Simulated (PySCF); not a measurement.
Match the calculated data to a structure.

All candidates are C4H13NSi3.

| technique | computed result |
| --- | --- |
| 1H NMR | chemical shifts (computed TMS as zero) by class: 6.98 (1 H), 4.87 (1 H), 4.79 (6 H), 4.47 (1 H), 4.15 (1 H), 2.08 (1 H), 1.36 (1 H), 0.88 (1 H) ppm [GIAO PBE0/pcSseg-1] |
| Dipole | 1.13 D [PBE0/pcSseg-1] |
| Rotational structure | rotational constants A, B, C: 2.232, 0.653, 0.555 GHz [GFN2-xTB] |
| NMR, other nuclei | isotropic shieldings of nuclei other than C and H, by class: 280 (1 N), 396 (2 Si), 417 (1 Si) ppm [GIAO PBE0/pcSseg-1] |
| 13C NMR | chemical shifts (computed TMS as zero) by class: 149.6 (1 C), 109.7 (1 C), 20.8 (1 C), 13.2 (1 C) ppm [GIAO PBE0/pcSseg-1] |

The electronic properties come from PySCF, for the isolated species, density fitting. Levels stand in brackets. The structure is a single GFN2-xTB conformer in the gas phase; no vibrational or solvent corrections. NMR values are class means; diastereotopic atoms form classes of their own.

Question: Which candidate is it?
A. `C[C@@H]([SiH2]C#N)[SiH2]C[SiH3]`
B. `C=C[C@@H]1C[Si@H]1N([SiH3])[SiH3]`
C. `[H]/N=C\C(=C/[SiH2][SiH3])C[SiH3]`
D. `CC[Si]([SiH3])([SiH3])CC#N`

Answer: B. It is `C=C[C@@H]1C[Si@H]1N([SiH3])[SiH3]`. Numbering: `[CH2:1]=[CH:2][C@@H:3]1[CH2:4][Si@H:5]1[N:6]([SiH3:7])[SiH3:8]`. Its formula, C4H13NSi3, gives 2 degrees of unsaturation: 1 ring and 1 π bond in the structure found. 4 carbons fall into 4 classes; from least to most shielded: alkene CH carbon [C2] (149.6 ppm), terminal =CH2 carbon [C1] (109.7 ppm), ring sp3 carbon bound to silicon [C3] (20.8 ppm), ring sp3 carbon bound to silicon [C4] (13.2 ppm). Hydrogen classes from least to most shielded: 1 H on an alkene CH carbon, C2 (6.98 ppm), 1 H on a terminal =CH2 carbon, C1 (4.87 ppm), 6 H on 2 SiH3 silicons, Si7/Si8 (4.79 ppm), 1 H on a terminal =CH2 carbon, C1 (4.47 ppm), 1 H on an SiH silicon, Si5 (4.15 ppm), 1 H on an sp3 carbon bound to silicon, C3 (2.08 ppm), 1 H on an sp3 carbon bound to silicon, C4 (1.36 ppm), 1 H on an sp3 carbon bound to silicon, C4 (0.88 ppm). The other shieldings belong to: 280 ppm, nitrogen bridging silicon atoms [N6]; 396 ppm, SiH3 silicon [Si7/Si8]; 417 ppm, SiH silicon [Si5]. The optimised geometry has point group C1 and is an asymmetric top.

The others, at the same levels:
- `C[C@@H]([SiH2]C#N)[SiH2]C[SiH3]` fails: its computed 13C shifts are 126.0 (1 C), 13.3 (1 C), 4.8 (1 C), -9.9 (1 C) ppm, 1H shifts are 4.46 (1 H), 4.31 (1 H), 4.26 (1 H), 4.11 (1 H), 4.00 (3 H), 1.24 (3 H), 0.67 (1 H), 0.62 (1 H), 0.07 (1 H) ppm and rotational constant A is 1.369 GHz (against 2.232 GHz).
- `[H]/N=C\C(=C/[SiH2][SiH3])C[SiH3]` fails: its computed 13C shifts are 170.7 (1 C), 158.3 (1 C), 134.1 (1 C), 19.2 (1 C) ppm, 1H shifts are 11.16 (1 H), 8.54 (1 H), 6.19 (1 H), 4.63 (2 H), 3.85 (3 H), 3.52 (3 H), 1.99 (2 H) ppm and rotational constant A is 1.930 GHz (against 2.232 GHz).
- `CC[Si]([SiH3])([SiH3])CC#N` fails: its computed 13C shifts are 123.4 (1 C), 12.7 (1 C), 11.9 (1 C), 0.0 (1 C) ppm, 1H shifts are 3.63 (6 H), 1.68 (2 H), 1.13 (3 H), 0.85 (2 H) ppm and rotational constant A is 1.081 GHz (against 2.232 GHz).

Each candidate is one conformer, not necessarily the lowest. The conformers computed, where there is a choice (atom-mapped SMILES and torsion angles):
- `[CH2:1]=[CH:2][C@@H:3]1[CH2:4][Si@H:5]1[N:6]([SiH3:7])[SiH3:8]`: C1–C2–C3–C4 24°, C4–Si5–N6–Si7 96°
- `[CH3:1][C@@H:2]([SiH2:3][C:4]#[N:5])[SiH2:6][CH2:7][SiH3:8]`: C1–C2–Si3–C4 -168°, C1–C2–Si6–C7 173°, C2–Si6–C7–Si8 178°
- `[H]/[N:1]=[CH:2]\[C:3](=[CH:4]/[SiH2:5][SiH3:6])[CH2:7][SiH3:8]`: N1–C2–C3–C4 -175°, C3–C4–Si5–Si6 179°, C2–C3–C7–Si8 -84°
- `[CH3:1][CH2:2][Si:3]([SiH3:4])([SiH3:5])[CH2:6][C:7]#[N:8]`: C1–C2–Si3–Si4 -52°, C2–Si3–C6–C7 176°
